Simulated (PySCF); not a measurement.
3-fluoropenta-1,4-diene (C5H7F), SMILES C=CC(F)C=C. The structure is a stationary point at PBE-D3(BJ)/def2-SVP. The values are those of a single conformer.

**Question.** Give the equilibrium geometry at PBE-D3(BJ)/def2-SVP (PySCF confirms it by a frequency run) as bond lengths and angles. (Estimate from the structure and the level; the computed values follow.)

**Answer.** One answer among several that fit: 
Atoms: C1 C2 C3 F4 C5 C6 H7 H8 H9 H10 H11 H12 H13. Bonded distances (Å): C1–C2 1.342, C1–H7 1.102, C1–H8 1.101, C2–C3 1.510, C2–H9 1.105, C3–F4 1.406, C3–C5 1.501, C3–H10 1.117, C5–C6 1.342, C5–H11 1.104, C6–H12 1.103, C6–H13 1.101. Angles (°): C2–C1–H7 121.4, C2–C1–H8 121.2, H7–C1–H8 117.4, C1–C2–C3 125.8, C1–C2–H9 120.7, C3–C2–H9 113.4, C2–C3–F4 107.7, C2–C3–C5 114.4, C2–C3–H10 109.0, F4–C3–C5 108.9, F4–C3–H10 106.8, C5–C3–H10 109.7, C3–C5–C6 124.4, C3–C5–H11 114.7, C6–C5–H11 120.9, C5–C6–H12 121.3, C5–C6–H13 121.7, H12–C6–H13 117.0.
